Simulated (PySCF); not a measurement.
A GIAO shielding run with PySCF 2.14.0 with density-fitted response routines (density fitting, non-relativistic, gas phase) on `CC(=S)C1=C[SiH2]C=CC1=O`, C7H8OSSi:

```
$ OMP_NUM_THREADS=1 python probes_run.py task.json out

{"job": {"kind": "nmr", "xc": "PBE0", "basis": "pcSseg-1"}, "charge": 0, "multiplicity": 1}
C      2.854079     0.335512    -0.058138
C      1.814334    -0.589672     0.454251
S      2.227294    -1.927695     1.299070
C      0.394889    -0.303695     0.203722
C     -0.434550    -1.326995    -0.071077
Si    -2.270287    -1.164596    -0.393417
C     -2.472735     0.696651    -0.286843
C     -1.448853     1.497063     0.009119
C     -0.052074     1.120146     0.301214
O      0.716509     2.002172     0.643530
H      2.668676     0.585538    -1.103024
H      3.841963    -0.104037     0.053428
H      2.806372     1.269733     0.505095
H      0.017497    -2.311806    -0.102103
H     -2.601899    -1.654908    -1.734425
H     -3.047324    -1.840859     0.647224
H     -3.439150     1.151885    -0.459563
H     -1.583500     2.571881     0.080281
```

Hardware: 1 thread of an Arm Neoverse V1, shared host. The job also computes population analyses, field gradients, ring-centre shieldings.

Q: How large is the calculation?

A: 88 electrons, 224 basis functions and 1204 auxiliary functions.

Q: How long does it take, and how much memory does it need?

A: 68 s of wall time, with 15 SCF cycles and 6 response iterations; peak memory 1 GiB. Times on a shared host scatter by some tens of per cent.
